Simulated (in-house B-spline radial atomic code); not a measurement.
## RPA and G0W0 on BHandHLYP: Zn⁺

Configuration [Ar] 3d10 4s1, highest spin, mean-field start BHandHLYP. Computed with a B-spline radial code for spherical atoms: all electrons, scalar-relativistic (spin-free one-electron X2C), finite nucleus, each spin shell either full or empty, empty states to l = 9 with an (l + 1/2)⁻⁴ tail; G0W0 by contour deformation at full frequency.

RPA overbinds a lone outer s electron by self-correlation, and G0W0 tends to as well.

Command:
```bash
python run_gw.py task.json out
```
Settings (radii: box in bohr, nucleus in fm):
```
Z                        30
electrons                29
configuration            [Ar] 3d10 4s1
hamiltonian              x2c
method                   bhandhlyp
lmax                     9
rms_radius               3.9283
spin_polarised           True
box_radius               23.78
intervals                71
ion_configuration        [Ar] 3d10
```

Time taken, with all properties: 5.4 s on 1 thread of Arm Neoverse V2, on a shared host.

Energies (hartree):

```
                                     term        value
                         mean-field total  -1795.57881
Hartree-Fock functional on these orbitals  -1794.01906
                      direct second order      -2.5398
                    second-order exchange      0.73267
                         SOSEX correction      0.65884
```

Problem. What is the RPA correlation energy, and what remains with SOSEX?

Solution. RPA gives -2.1117 hartree (-1.98 eV per electron); RPA + SOSEX gives -1.4528, and the second-order doubles -1.8071 hartree (no singles). SOSEX takes back 31 % of the RPA value.

Quasi-particle levels (eV):

```
  level  occupied  mean field  Σx - vxc     Σc  QP weight     G0W0
  4s up       yes     -16.014     -1.15      ?          ?        ?
3d down       yes     -25.248     -5.40   2.80      0.885  -27.849
  3d up       yes     -25.361     -5.42   2.79      0.879  -27.988
4s down        no     -11.038      3.67  -1.94      0.943   -9.305
```

G0W0 = mean field + (Σx - vxc) + Σc, with Σc (partial-wave tail included) taken at the quasi-particle energy. Only the outer levels were computed. Levels of low weight are left out.

Problem. Where does G0W0 put 4s up?

Solution. At -18.432 eV, with Σc = -1.27 eV and a quasi-particle weight of 0.957. The tabulated removal energy is 17.964 eV (NIST, measured); the calculation leaves out spin-orbit coupling, Breit and QED terms, and what these don't explain is the method's own error.

Problem. What does it cost to remove one electron (to [Ar] 3d10) by differences of total energies, each species on its own start (correlation terms add to the Hartree-Fock functional)?

Solution. BHandHLYP 18.156 eV, Hartree-Fock functional 16.797 eV, + RPA 18.330 eV, + RPA + SOSEX 17.748 eV, + second order 18.447 eV. Tabulated: 17.964 eV (NIST, measured); the calculation leaves out spin-orbit coupling, Breit and QED terms, and what these don't explain is the method's own error.
